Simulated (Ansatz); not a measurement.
Two isomers of CH6GeOTe: A = `[CH3][GeH]([OH])[TeH]`, B = `[GeH3][O]C[TeH]`.

Program: Ansatz. Geometries: PBE0-D4/def2-TZVP. ΔE: electronic, gas phase. CCSD(T)/CBS is the MP2 limit (def2-TZVPP, def2-QZVPP) plus CCSD(T) − MP2 in def2-TZVPP, frozen cores. Functionals use def2-TZVPP. B3LYP here is the variant with VWN-RPA as its local correlation; programs differ in this. Elements past krypton have def2 core potentials. For Ge, Te outer-core shells are correlated without core-valence functions, which leaves a few kJ/mol of doubt a bond. Scalar relativity is left out up to krypton. Each species was taken in one conformer, which may not be the lowest.

Q: Which is lower in electronic energy at CCSD(T)/CBS, and by how much? (An estimate is asked.)

A: Ansatz gave: A, by 49.8 kcal/mol.

Q: Give E(B) − E(A) in kcal/mol with PBE0-D4, CCSD/def2-TZVPP, CCSD(T)/def2-TZVPP, B2PLYP, B3LYP-D4, HF/def2-TZVPP, MP2/def2-TZVPP. (Estimate.)

A: Ansatz gave: PBE0-D4 49.9, CCSD/def2-TZVPP 49.0, CCSD(T)/def2-TZVPP 48.8, B2PLYP 48.8, B3LYP-D4 47.7, HF/def2-TZVPP 48.4, MP2/def2-TZVPP 51.7. None reverses the order clearly.

Largest T1 diagnostic: 0.012.

From PBE to PBE0 (25 % exact exchange), in def2-TZVPP and without D4, E(B) − E(A) moves by +1.7 kcal/mol.
